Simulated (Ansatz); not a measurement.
TiCl₃O₃H₆⁻, that is fac-TiCl3(H2O)3 with one electron more. Charge -1, multiplicity 1. Geometry B3LYP-D4/def2-SVP, that of the neutral doublet.

```xyz
13

Ti    0.054   -0.182    0.562
Cl    0.220    1.325    2.265
O    -0.153   -1.075   -1.463
H    -0.922   -1.656   -1.315
H     0.614   -1.678   -1.466
Cl   -1.752   -1.628    1.051
O     1.621    1.031   -0.473
H     2.367    0.417   -0.316
H     1.787    1.789    0.112
Cl    1.891   -1.662    0.684
O    -1.656    1.046   -0.177
H    -1.703    1.823    0.404
H    -2.368    0.448    0.131
```

At PBE-D4/def2-TZVPD, B97M-V/def2-TZVPD, PBE0-D4/def2-TZVPD the highest occupied level of the charge -1 singlet lies above zero (up to 1.43 eV). Its loss leaves the charge 0 doublet, which lies 0.21 eV higher (vertical, at PBE-D4/def2-TZVPD), but this difference is unsure: the singlet itself is doubtful (an occupied level 0.33 eV above an empty one). At PBE-D4/def2-TZVPD an occupied level of the charge -1 singlet lies above an empty one (by up to 0.33 eV), so this SCF solution is probably not the lowest. This restricted singlet of an open-shell metal (gap down to -0.33 eV) wasn't tested against broken symmetry.

Question: Estimate the orbital energies around the gap (eV) in Ansatz with PBE-D4/def2-TZVPD, B97M-V/def2-TZVPD, PBE0-D4/def2-TZVPD.

Answer: 
```csv
orbital,PBE-D4/def2-TZVPD,B97M-V/def2-TZVPD,PBE0-D4/def2-TZVPD
HOMO−5,-3.85,-4.21,-4.77
HOMO−4,-3.56,-3.95,-4.50
HOMO−3,-3.33,-3.71,-4.25
HOMO−2,-3.30,-3.66,-4.17
HOMO−1,-3.14,-3.50,-3.99
HOMO,1.43,1.26,1.05
LUMO,1.10,1.39,2.56
LUMO+1,1.22,1.53,2.81
LUMO+2,1.98,1.88,2.82
LUMO+3,2.20,2.08,3.31
LUMO+4,2.23,2.12,3.42
LUMO+5,2.49,2.73,3.56
```
